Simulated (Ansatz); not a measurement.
Ansatz (a first-principles code) job for GeF3I, SMILES [F][Ge]([F])([F])[I], B3LYP-D3(BJ)/def2-SVP. 

Ansatz 0.2 input:
```yaml
crystal:
  periodic: [false, false, false]
  atoms:
    - {symbol: F, position_ang: [1.34909389, -0.77889972, 1.69246965]}
    - {symbol: Ge, position_ang: [-0.00000000, -0.00000000, 0.99187240]}
    - {symbol: F, position_ang: [-1.34909389, -0.77889972, 1.69246965]}
    - {symbol: F, position_ang: [0.00000001, 1.55779944, 1.69246966]}
    - {symbol: I, position_ang: [-0.00000000, 0.00000000, -1.46106787]}
basis:
  gaussian:
    orbitals: def2-SVP
hamiltonian:
  xc: b3lyp
  dispersion: d3bj
relax: {f_tol: 0.002, max_steps: 200}
```

It prints:

```
WARN ansatz: RAYON_NUM_THREADS=1 ignored (pool sized by the plan → 1); use --threads N
Functional definition: B3LYP
integrals: 0.05 GiB planned
1126 factors; integrals over basis functions are off by at most 3.2e-4 eV
mean field: 0.56 GiB planned
mean field evaluation 1: about -72758.5728 eV, gradient 5.7e1 eV
mean field evaluation 2: about -72746.8722 eV, gradient 1.1e2 eV
mean field evaluation 4: about -72763.5223 eV, gradient 1.8e0 eV
mean field evaluation 8: about -72763.5468 eV, gradient 7.9e-2 eV
mean field evaluation 16: about -72763.5468 eV, gradient 5.9e-5 eV
mean field -72763.54679389 eV, -2674.0110237719 hartree, gradient 5.9e-5 eV, S^2 0.000000; 0 other end points of the search recorded, 0 dependent functions left out
the calculation of the forces begins
reference -72763.54699945 eV, -2674.0110313262 hartree; 42, 42 occupied and 58, 58 virtual orbitals, 1126 factors
relax step   1: F+E_penalty+E_count = -72763.75681919 eV  Δ(F+E_penalty+E_count) = +0.000e0 eV  max|allowed force component| = 4.527e-1 eV/Å  Δτ_max = 0.0000 Å  (29 SCF iters, accepted)
these checks for a lower state are left out or cut short: starts, cluster_reference, orbital_swaps, neighbouring_geometries, increment
integrals: 0.05 GiB planned
1126 factors; integrals over basis functions are off by at most 3.0e-4 eV
mean field: 0.56 GiB planned
mean field -72763.57004620 eV, -2674.0118782786 hartree, gradient 2.2e-5 eV, S^2 0.000000; 0 other end points of the search recorded, 0 dependent functions left out
the calculation of the forces begins
reference -72763.57025230 eV, -2674.0118858525 hartree; 42, 42 occupied and 58, 58 virtual orbitals, 1126 factors
relax step   2: F+E_penalty+E_count = -72763.77970702 eV  Δ(F+E_penalty+E_count) = -2.289e-2 eV  max|allowed force component| = 1.566e-1 eV/Å  Δτ_max = 0.0307 Å  (30 SCF iters, accepted)
these checks for a lower state are left out or cut short: starts, cluster_reference, orbital_swaps, neighbouring_geometries, increment
integrals: 0.05 GiB planned
1126 factors; integrals over basis functions are off by at most 3.0e-4 eV
mean field: 0.56 GiB planned
mean field evaluation 32: about -72763.5706 eV, gradient 2.5e-5 eV
mean field -72763.57057042 eV, -2674.0118975433 hartree, gradient 2.5e-5 eV, S^2 0.000000; 0 other end points of the search recorded, 0 dependent functions left out
the calculation of the forces begins
reference -72763.57077630 eV, -2674.0119051094 hartree; 42, 42 occupied and 58, 58 virtual orbitals, 1126 factors
relax step   3: F+E_penalty+E_count = -72763.78068028 eV  Δ(F+E_penalty+E_count) = -9.733e-4 eV  max|allowed force component| = 4.383e-2 eV/Å  Δτ_max = 0.0117 Å  (33 SCF iters, accepted)
these checks for a lower state are left out or cut short: starts, cluster_reference, orbital_swaps, neighbouring_geometries, increment
integrals: 0.05 GiB planned
1126 factors; integrals over basis functions are off by at most 3.0e-4 eV
mean field: 0.56 GiB planned
mean field -72763.57092457 eV, -2674.0119105582 hartree, gradient 1.9e-5 eV, S^2 0.000000; 0 other end points of the search recorded, 0 dependent functions left out
the calculation of the forces begins
reference -72763.57113050 eV, -2674.0119181259 hartree; 42, 42 occupied and 58, 58 virtual orbitals, 1126 factors
relax step   4: F+E_penalty+E_count = -72763.78081095 eV  Δ(F+E_penalty+E_count) = -1.307e-4 eV  max|allowed force component| = 2.360e-3 eV/Å  Δτ_max = 0.0042 Å  (26 SCF iters, accepted)
these checks for a lower state are left out or cut short: starts, cluster_reference, orbital_swaps, neighbouring_geometries, increment
integrals: 0.05 GiB planned
1126 factors; integrals over basis functions are off by at most 3.0e-4 eV
mean field: 0.56 GiB planned
mean field -72763.57092787 eV, -2674.0119106794 hartree, gradient 3.1e-5 eV, S^2 0.000000; 0 other end points of the search recorded, 0 dependent functions left out
the calculation of the forces begins
reference -72763.57113379 eV, -2674.0119182470 hartree; 42, 42 occupied and 58, 58 virtual orbitals, 1126 factors
relax step   5: F+E_penalty+E_count = -72763.78081077 eV  Δ(F+E_penalty+E_count) = +1.763e-7 eV  max|allowed force component| = 9.940e-4 eV/Å  Δτ_max = 0.0006 Å  (22 SCF iters, rejected (line search))
these checks for a lower state are left out or cut short: starts, cluster_reference, orbital_swaps, neighbouring_geometries, increment
integrals: 0.05 GiB planned
1126 factors; integrals over basis functions are off by at most 3.0e-4 eV
mean field: 0.56 GiB planned
mean field -72763.57092726 eV, -2674.0119106570 hartree, gradient 2.6e-5 eV, S^2 0.000000; 0 other end points of the search recorded, 0 dependent functions left out
the calculation of the forces begins
reference -72763.57113319 eV, -2674.0119182246 hartree; 42, 42 occupied and 58, 58 virtual orbitals, 1126 factors
relax step   6: F+E_penalty+E_count = -72763.78081129 eV  Δ(F+E_penalty+E_count) = -3.391e-7 eV  max|allowed force component| = 5.206e-5 eV/Å  Δτ_max = 0.0002 Å  (20 SCF iters, accepted)
integrals: 0.05 GiB planned
1126 factors; integrals over basis functions are off by at most 3.0e-4 eV
mean field: 0.56 GiB planned
mean field evaluation 64: about -72763.5709 eV, gradient 5.1e-4 eV
mean field -72763.57092726 eV, -2674.0119106570 hartree, gradient 2.6e-5 eV, S^2 0.000000; 1 other end points of the search recorded, 0 dependent functions left out
the calculation of the forces begins
reference -72763.57113319 eV, -2674.0119182246 hartree; 42, 42 occupied and 58, 58 virtual orbitals, 1126 factors
Total energy: -72763.78101721 eV, -2674.0196313204 hartree
Atom 0 at     1.376508    -0.794727     1.677530 Å, force     0.000002    -0.000001    -0.000024 eV/Å
Atom 1 at     0.000015    -0.000009     1.023421 Å, force    -0.000001     0.000000     0.000052 eV/Å
Atom 2 at    -1.376506    -0.794746     1.677452 Å, force    -0.000012    -0.000007     0.000001 eV/Å
Atom 3 at     0.000018     1.589462     1.677452 Å, force     0.000000     0.000014     0.000001 eV/Å
Atom 4 at    -0.000035     0.000020    -1.447642 Å, force     0.000011    -0.000006    -0.000031 eV/Å
Dipole moment:     0.000008    -0.000005    -0.499554 e Å
```

Self-consistency was reached.

Cost: around 50 core-seconds (rough).
